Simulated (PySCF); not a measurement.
Z-matrix (Å, degrees):
```
W
F 1 1.8750
F 1 1.8750 2 79.57
F 1 1.8853 2 151.03 3 -48.01
F 1 1.8853 2 80.78 3 158.62
C 1 2.1170 2 95.13 3 -121.57
H 6 1.0998 1 110.81 2 -149.92
H 6 1.0998 7 110.84 4 -158.91
H 6 1.1028 7 109.69 8 -123.17
C 1 2.1171 2 121.94 3 89.56
H 10 1.0998 1 110.81 2 129.22
H 10 1.0998 11 110.84 5 -158.92
H 10 1.1028 11 109.69 12 -123.17
```
Charge 0, spin multiplicity 1.

Q: Estimate the LUMO, HOMO–LUMO gap and dipole moment that TPSSh-D3(BJ)/def2-TZVP // r2SCAN-D4/def2-SVP run with PySCF returns for this input.

A: 
```json
{
  "LUMO": "-4.06 eV",
  "HOMO–LUMO gap": "3.82 eV",
  "dipole_moment": "1.57 D"
}
```
